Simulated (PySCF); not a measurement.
Bonds (- single, = double, # triple, : aromatic): O1=S2 1.419 Å, S2=O3 1.419 Å, S2-Cl4 2.019 Å, S2-C5 1.866 Å, C5-F6 1.319 Å, C5-F7 1.316 Å, C5-F8 1.317 Å.

Geometry: PBE0-D3(BJ)/def2-TZVP; GIAO shifts from PySCF 2.14, gas phase, non-relativistic, averaged over equivalent atoms.

At KT3/pcSseg-2 (302 basis functions, 45 s wall time on 1 thread of an Arm Neoverse V2, shared host):
```json
{"atoms": "O1/O3", "δ (ppm)": "276.9"}
{"atoms": "S2", "δ (ppm)": "327.3"}
{"atoms": "Cl4", "δ (ppm)": "544.3"}
{"atoms": "C5", "δ (ppm)": "130.1"}
{"atoms": "F6/F7/F8", "δ (ppm)": "-102.0"}
```

Shifts are taken against calculated references (same method and geometry level): $^{17}$O (σref 325.30) vs H2O; $^{33}$S (σref 535.12) vs CS2; $^{35}$Cl (σref 942.39) against HCl; $^{13}$C (σref 183.24) vs TMS; CFCl3 for $^{19}$F (σref 145.48).

Estimate the result of repeating the calculation with wB97X-D/pcSseg-2.

Answers


| atoms | δ at wB97X-D/pcSseg-2 | change |
| --- | --- | --- |
| O1/O3 | 266.1 | -10.8 |
| S2 | 349.0 | +21.7 |
| Cl4 | 564.5 | +20.2 |
| C5 | 132.4 | +2.3 |
| F6/F7/F8 | -78.9 | +23.1 |

References, each an isolated molecule treated in the same way: $^{17}$O (σref 328.24) vs H2O; CS2 for $^{33}$S (σref 510.68); $^{35}$Cl (σref 940.66) vs HCl; $^{13}$C (σref 186.29) against TMS; CFCl3 for $^{19}$F (σref 184.95).

The largest change is at F6/F7/F8 (fluorine of an SCF3 group). Cost: 302 basis functions, 45 s wall time on 1 thread of an Arm Neoverse V2, shared host.

Unscaled 19F shifts against computed CFCl3 carry errors that often reach 10 to 50 ppm. Unscaled 17O shifts of doubly bonded oxygen tend to come out too high, by tens of ppm or more. Experimental scales use liquid or dissolved standards, which lie at an offset from isolated H2O (liquid H2O: subtract about 36 ppm).
